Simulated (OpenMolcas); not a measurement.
## What dynamic correlation does to the levels of Ar³⁺

```
Program             : OpenMolcas 26.06
Basis               : ANO-RCC-VTZP [5s4p2d1f]
Scalar Hamiltonian  : DKH2, point nucleus
Active space        : 3 electrons in 3 orbitals (3p)
State averaging     : 2S+1 = 4 odd, 1 root; 2S+1 = 2 odd, 8 roots
Spin-orbit coupling : RASSI with atomic mean-field integrals over the reference wave functions, term energies averaged over their components
```

Methods on the same reference wave functions:
A. CASSCF
B. SS-CASPT2, IPEA 0.25 Eh, imaginary shift 0.1 Eh (closed shells correlated: 2s 2p 3s)
C. XMS-CASPT2, IPEA 0.25 Eh, imaginary shift 0.1 Eh (closed shells correlated: 2s 2p 3s)

Energies in cm⁻¹ above 3s² 3p³ ⁴S°_3/2, the measured ground level; measured values from Saloman, J. Phys. Chem. Ref. Data 39, 033101 (2010).

| Level | A | B | C | Measured |
| --- | --- | --- | --- | --- |
| 3s² 3p³ ⁴S°_3/2 | 0.0 | 0.0 | 0.0 | 0.0 |
| 3s² 3p³ ²D°_3/2 | 26054 | 22170 | 21830 | 21091 |
| 3s² 3p³ ²D°_5/2 | 26144 | 22270 | 21930 | 21220 |
| 3s² 3p³ ²P°_1/2 | 43436 | 37210 | 36490 | 34855 |
| 3s² 3p³ ²P°_3/2 | 43555 | 37350 | 36630 | 35032 |

Deviations, from unrounded energies. A percentage is the sum of absolute deviations over the sum of measured energies, with the sign that they share, or ± where signs differ.

```tsv
Against measurement	Levels	A	B	C
mean absolute deviation (cm-1)	4	6700	1700	1200
other terms of the ground configuration (%)	4	+24.1	+6.1	+4.2
```

C lies closest to measurement on these levels and A furthest from it. The largest miss of C in the table is 3s² 3p³ ²P°_1/2, by +1600 cm-1. The ranking rests on the paired levels alone, and a cruder setting can come out closer through cancelling errors.

Between B and C the level of the table that moves most is 3s² 3p³ ²P°_1/2, by 730 cm-1 (lowest in C, highest in B). Moves below CASPT2's spread within the term are not significant.

The mean deviations of B to C differ by less than CASPT2's widest spread within a term (1900 cm-1), so their order carries little weight.

From A to B the spin-free energies of the other terms of 3s² 3p³ shown, above ⁴S°, scale by factors of 0.85 to 0.86.

The lowest spin-free term lies below A's lowest term by 0.139 hartree in B, 0.139 hartree in C.

Term energies are means over components that CASPT2 splits; among the terms shown or strongly mixed into the levels shown the widest spread is 1900 cm-1 (3s² 3p³ ²D°, C). With the s shell closed, the reference lacks s² → p² mixing. Measured partners are found by configuration, term and J. A level has none where our copy of the source lacks it or the pairing is in doubt (some pairs that miss far off the trend of their configuration count as doubtful), and it then counts in no deviation. Only configurations of the active space appear.

° marks odd parity.
